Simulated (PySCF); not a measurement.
C7H4F6Si, SMILES FC(F)(F)c1c(cccc1)[Si](F)(F)F, singlet, GFN2-xTB optimised geometry.

```
18

F     -1.15    -2.56     0.78
C     -1.69    -1.64    -0.03
F     -2.97    -1.51     0.34
F     -1.71    -2.17    -1.27
C     -0.95    -0.33     0.00
C     -1.67     0.85    -0.01
C     -1.01     2.06    -0.01
C      0.38     2.09     0.00
C      1.09     0.91     0.00
C      0.45    -0.33     0.00
Si     1.50    -1.89     0.01
F      1.66    -2.57     1.43
F      2.97    -1.50    -0.43
F      1.07    -3.03    -1.00
H     -2.75     0.82    -0.01
H     -1.57     2.98    -0.01
H      0.90     3.03     0.00
H      2.17     0.94     0.00
```

Density from PBE/def2-SVP in PySCF at that geometry.

Minimum of the electron density along straight lines between bonded atoms, close to the bond critical point (lines longer than 1.1 times the sum of covalent radii, or with two minima, are not listed):

| bond | length / Å | ρ at the minimum / e bohr⁻³ | ∇²ρ there / e bohr⁻⁵ | position (fraction from the first atom) |
|---|---|---|---|---|
| F1–C2 | 1.344 | 0.274 | -0.26 | 0.66 |
| C2–F3 | 1.340 | 0.278 | -0.25 | 0.34 |
| C2–F4 | 1.345 | 0.276 | -0.31 | 0.35 |
| C2–C5 | 1.504 | 0.267 | -0.65 | 0.53 |
| C5–C6 | 1.387 | 0.307 | -0.74 | 0.51 |
| C6–C7 | 1.384 | 0.310 | -0.77 | 0.50 |
| C7–C8 | 1.384 | 0.310 | -0.77 | 0.50 |
| C8–C9 | 1.383 | 0.310 | -0.77 | 0.50 |
| C5–C10 | 1.398 | 0.298 | -0.69 | 0.51 |
| C9–C10 | 1.396 | 0.300 | -0.71 | 0.50 |
| C10–Si11 | 1.873 | 0.120 | 0.31 | 0.62 |
| Si11–F12 | 1.583 | 0.128 | 1.21 | 0.42 |
| Si11–F13 | 1.588 | 0.127 | 1.18 | 0.42 |
| Si11–F14 | 1.580 | 0.129 | 1.23 | 0.42 |
| C6–H15 | 1.079 | 0.284 | -1.09 | 0.64 |
| C7–H16 | 1.079 | 0.283 | -1.08 | 0.64 |
| C8–H17 | 1.079 | 0.283 | -1.07 | 0.64 |
| C9–H18 | 1.079 | 0.285 | -1.09 | 0.64 |
